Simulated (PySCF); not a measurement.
Geometry (Å), atoms numbered from 1 in this order:
```xyz
29

C    -2.632    0.964   -0.791
N    -1.775    0.052   -0.022
C    -2.439   -1.256    0.093
B    -1.434    0.674    1.523
C     0.186    0.763    1.472
C     0.573   -0.303    0.459
N     1.947   -0.296   -0.053
Si    2.831    1.211   -0.170
Si    2.596   -1.859   -0.476
C    -0.444   -0.102   -0.664
H    -2.163    1.955   -0.829
H    -2.783    0.583   -1.815
H    -3.602    1.059   -0.287
H    -3.361   -1.142    0.677
H    -2.675   -1.657   -0.906
H    -1.784   -1.956    0.625
H    -2.036    1.735    1.611
H    -1.859   -0.165    2.308
H     0.524    1.751    1.106
H     0.672    0.594    2.445
H     0.386   -1.292    0.923
H     3.188    1.806    1.153
H     4.087    0.902   -0.914
H     2.064    2.243   -0.940
H     1.750   -2.529   -1.518
H     2.608   -2.772    0.711
H     3.983   -1.696   -0.997
H    -0.462   -0.909   -1.413
H    -0.200    0.838   -1.182
```

Geometry: PBE0-D3(BJ)/def2-SVP; GIAO shifts from PySCF 2.14.0 with density-fitted response routines, gas phase, non-relativistic, averaged over equivalent atoms.

At HF/pcSseg-1 (279 basis functions, 32 s wall time on 1 thread of an Intel Xeon 6975P-C, shared host):
```
                  atoms  δ (ppm)
                    C10     62.0
                     C1     50.6
                     C3     49.9
                     C6     49.0
                     C5     23.1
                     N2     34.1
                     N7     -2.0
                     B4      0.0
                Si8/Si9    -50.7
H22/H23/H24/H25/H26/H27     4.19
                    H21     2.70
                    H17     2.33
            H11/H12/H13     2.32
                    H28     2.25
            H14/H15/H16     2.24
                    H18     2.20
                    H29     2.01
                    H20     1.03
                    H19     0.75
```

References, each an isolated molecule treated in the same way: 13C (σref 190.85) and 29Si (σref 393.43) and 1H (σref 31.69) against TMS; 15N (σref 265.72) vs NH3; BF3·OEt2 for 11B (σref 115.29).

Predict the values at PBE0/pcSseg-1 on the same geometry.

## Answers


```
                  atoms  δ at PBE0/pcSseg-1  change
                    C10                67.8    +5.8
                     C1                55.7    +5.1
                     C3                55.1    +5.2
                     C6                58.2    +9.2
                     C5                28.2    +5.1
                     N2                60.0   +25.9
                     N7                14.1   +16.1
                     B4                -4.1    -4.1
                Si8/Si9               -51.7    -1.0
H22/H23/H24/H25/H26/H27                4.67   +0.48
                    H21                3.32   +0.62
                    H17                2.67   +0.34
            H11/H12/H13                2.48   +0.16
                    H28                2.51   +0.26
            H14/H15/H16                2.40   +0.16
                    H18                2.58   +0.38
                    H29                2.32   +0.31
                    H20                1.29   +0.26
                    H19                1.20   +0.45
```

References, each an isolated molecule treated in the same way: 13C (σ = 184.41 ppm) and 29Si (σ = 351.99 ppm) and 1H (σ = 31.27 ppm) vs TMS; 15N (σ = 265.67 ppm) against NH3; 11B (σ = 100.73 ppm) vs BF3·OEt2.

The largest change is at N2 (donor nitrogen of a Lewis adduct). Cost: 279 basis functions, 74 s wall time on 1 thread of an Intel Xeon 6975P-C, shared host. The order of the carbon signals changes between the two levels.

A carbon bonded to boron is broadened by the quadrupolar boron nucleus and is often missing from a measured spectrum. Experimental scales use liquid or dissolved standards, which lie at an offset from isolated NH3 (liquid NH3: subtract about 20 ppm).
